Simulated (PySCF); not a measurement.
# LiSe⁻: one state, many levels of theory

State: ¹Σ⁺ (singlet), closed shell. Set-up: basis Li aug-pcseg-1, Se aug-pcseg-1; no relativity; PySCF 2.14. De refers to Li + Se⁻ in their high-spin ground configurations, without counterpoise correction. A positive dipole points towards Se; it is taken about the centre of mass and depends on that origin.

| Level | Re (Å) | ωe (cm⁻¹) | De (eV) | μ (D) |
| --- | --- | --- | --- | --- |
| RHF | 2.197 | 582 | n/a | -5.66 |
| RHF-MP2 | 2.229 | 536 | n/a | n/a |
| RHF-SCS-MP2 | 2.227 | 536 | n/a | n/a |
| RHF-CCSD | 2.218 | 547 | n/a | n/a |
| RHF-CCSD(T) | 2.234 | 528 | 2.09 | n/a |
| PBE | 2.212 | 539 | 2.33 | -3.25 |
| r²SCAN | 2.205 | 554 | 2.27 | -3.95 |
| M06-L | 2.209 | 541 | 2.36 | -3.32 |
| B3LYP | 2.195 | 558 | 2.20 | -3.97 |
| PBE0 | 2.190 | 566 | 2.18 | -4.28 |
| r²SCAN0 | 2.190 | 571 | 2.17 | -4.62 |

Question: Which functional lies closest to RHF-CCSD(T) in De, which farthest, and by how much do they differ from it?

Answer: Closest is r²SCAN0 (-4.4 pm in Re, +8.1 % in ωe, +0.08 eV in De against RHF-CCSD(T) in the same basis), farthest M06-L (-2.5 pm in Re, +2.5 % in ωe, +0.27 eV in De). CCSD(T) converges more slowly with the basis than the functionals do and binds too weakly in this one, so the order can change at the basis-set limit.

Question: What does a quarter of exact exchange do here, going from PBE to PBE0?

Answer: PBE0 less PBE: -2.2 pm in Re, +5.0 % in ωe, -0.15 eV in De. Exact exchange removes part of the self-interaction that spreads semilocal densities, and in most molecules shortens and stiffens the bond and lowers De; so it does here.

Question: What does the step from GGA to meta-GGA do here, going from PBE to r²SCAN?

Answer: r²SCAN less PBE: -0.7 pm in Re, +2.8 % in ωe, -0.06 eV in De. 

Correlated steps freeze 9 core orbitals. Correlated levels converge slowly with the basis: in double zeta they bind strong bonds too weakly, by up to about 1 eV, and carry superposition errors of some tenths. For an ion De counts to the pair picked by the measured ionisation energies or electron affinities, which need not be the lowest pair at this level. Where the molecule has an RHF reference, its open-shell atoms are computed with UHF. The highest Kohn–Sham level is positive in this anion. Much of that is self-interaction error, but it also means that the finite basis helps to hold the extra electron. The CCSD T1 diagnostic is raised, a sign that a single reference may not be enough here.

The whole job (state search and all levels along the bond) took about 2.1 min on 1 thread of Arm Neoverse V1 (shared host), peak memory 0.59 GiB.
